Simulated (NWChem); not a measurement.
Molecule: CH$_{4}$F$_{2}$OSi; SMILES F[SiH](OC)F

```xyz
9

Si    -0.0072    -0.4858     0.3451
F      1.4998    -0.6793    -0.2351
F     -0.9368    -1.6606    -0.2651
O     -0.6418     0.9343    -0.1941
C     -0.0379     2.2133    -0.0753
H      0.0460    -0.6130     1.8249
H      0.9683     2.2385    -0.5477
H      0.0643     2.5272     0.9880
H     -0.6839     2.9519    -0.5899
```
Atoms are numbered in this order, from 1.

All runs: NWChem. Structure relaxed at the PBE-D3(BJ)/def2-SVP level. Total energies compare along this basis series because the functional is fixed.

```
level             basis functions  energy (Ha)  highest occupied level (eV)  orbital gap (eV)  dipole (D)
----------------  ---------------  -----------  ---------------------------  ----------------  ----------
TPSS/pcseg-1                   94    -605.0459                        -7.57              7.83        2.77
TPSS/aug-pcseg-1              155    -605.0681                        -7.61                 …        2.49
TPSS/pcseg-2                  210    -605.2878                        -7.58              7.45        2.56
TPSS/STO-3G                    33    -597.2483                        -2.64              7.86        0.99
TPSS/def2-SVP                  94    -604.7808                        -7.35              8.07        2.46
```

Problem. Some entries are withheld; supply them.

Solution. 
- TPSS/aug-pcseg-1, orbital gap (eV): 7.04
